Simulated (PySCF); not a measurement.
# Excitation energy of Re⁺ by level of theory

Re⁺ [Xe] 4f14 5d5 6s1 (7S) → Re⁺ [Xe] 4f14 5d4 6s1 6p1 (high-spin determinant), as a difference of total energies. Calculation: PySCF 2.14, in aug-cc-pVTZ-PP with ECP60MDF; scalar relativity through the core potential. Correlated levels: valence: 5s2 5p6 frozen. The calculations carry no spin-orbit coupling.

```csv
method,excitation energy (eV)
UHF,6.714
MP2 (valence),7.107
SCS-MP2 (valence),6.845
CCSD (valence),7.091
CCSD(T) (valence),7.091
```

Problem. How much does correlation contribute at CCSD(T) (valence)?

Solution. 7.091 − (6.714) = 0.377 eV, measured against UHF.

The coupled-cluster amplitudes are large for the upper state (T1 above 0.03 or a double amplitude above 0.15), so a single reference is strained.

The determinant of the upper state mixes LS terms, which raises its energy above the lowest term, most at the Hartree-Fock and MP2 levels.
